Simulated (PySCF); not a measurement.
YF₂, SMILES [F][Y][F] (connectivity only; charge and spin as stated), neutral, multiplicity 2. Geometry: PBE0-D3(BJ)/def2-TZVP. The spin state was assumed, not searched. The isomer is the one that the SMILES or the coordinates give; other isomers of the formula were not compared. The def2 effective core potentials stand for the cores of Y; spin–orbit coupling is left out.

Level of theory: PBE0-D3(BJ)/def2-TZVP run with PySCF.

Harmonic wavenumbers (cm⁻¹): 129, 602, 608. Rotational constants (GHz): 17.19, 4.824, 3.767; symmetry number 2.

Work out the zero-point energy and the ideal-gas rigid-rotor harmonic-oscillator thermochemistry at 298.15 K and 1 atm.

ZPE = ½ Σ hcν = ½ × 1339 cm⁻¹ = 8.01 kJ/mol. H − E(el) = 20.54 kJ/mol. Entropy in J/(mol K): translation 169.15, rotation 96.52, vibration 16.08, spin 5.76, total 287.52. G − E(el) = -65.18 kJ/mol. Cp = 49.85 J/(mol K). Modes under 150 cm⁻¹ make the vibrational entropy uncertain.
